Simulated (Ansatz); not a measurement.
Geometry optimisation, RKS PBE0/def2-SVP (Ansatz 0.2.0).

input.yaml

```yaml
crystal:
  periodic: [false, false, false]
  atoms:
    - { symbol: Ga, position_ang: [0.129389, 0.285294, -0.309095] }
    - { symbol: Cl, position_ang: [-0.865989, 1.091233, 1.510146] }
    - { symbol: H, position_ang: [1.682572, 0.383569, -0.276471] }
    - { symbol: H, position_ang: [-0.862833, -0.112809, -1.441756] }
    - { symbol: "N", position_ang: [-0.18552, -2.212589, 1.521184] }
    - { symbol: H, position_ang: [-0.895826, -2.86752, 1.207173] }
    - { symbol: Si, position_ang: [1.269916, -2.880408, 2.232299] }
    - { symbol: H, position_ang: [1.77602, -3.934388, 1.305045] }
    - { symbol: H, position_ang: [2.263694, -1.777297, 2.367459] }
    - { symbol: H, position_ang: [1.070711, -3.503322, 3.581048] }
    - { symbol: H, position_ang: [-0.635935, -1.420363, 2.016767] }
basis:
  gaussian: { orbitals: def2-SVP }
hamiltonian:
  xc: pbe0
relax:
  f_tol: 0.03
  max_steps: 50
```

Command:

```bash
$ ansatz run input.yaml --threads 4 --pin off --max-ram 5120MiB --backend cpu --events-out ev --progress --plain --runs-dir out
```

Task: Where does it end, and by what steps?

Result: The forces met the threshold. After 11 steps the energy has fallen by 0.672 eV; H8 moved furthest, 0.75 Å. Joined: Ga1–N5 (3.11 → 2.14 Å).

```csv
step,energy less start (eV),largest force component (eV/Å),accepted
0,0.0000,0.928,yes
1,-0.1846,0.553,yes
2,-0.4181,0.614,yes
3,-0.5757,0.566,yes
4,-0.5731,0.913,no
5,-0.6327,0.282,yes
6,-0.6409,0.113,yes
7,-0.6507,0.108,yes
8,-0.6584,0.165,yes
9,-0.6648,0.134,yes
10,-0.6702,0.090,yes
11,-0.6716,0.026,yes
```

```xyz
11
Properties=species:S:1:pos:R:3
Ga 0.127 -0.301 0.040
Cl -0.704 1.246 1.396
H 1.696 -0.278 -0.038
H -0.845 -0.689 -1.129
N -0.214 -1.862 1.468
H -0.900 -2.514 1.084
Si 1.285 -2.658 2.066
H 1.910 -3.323 0.893
H 2.140 -1.588 2.637
H 0.942 -3.671 3.107
H -0.691 -1.310 2.188
```

Whether the end is a true minimum wasn't checked by a vibrational analysis.

The run took 24 s on 4 threads of Arm Neoverse V2, with other jobs on the host, peak memory 0.3 GiB.
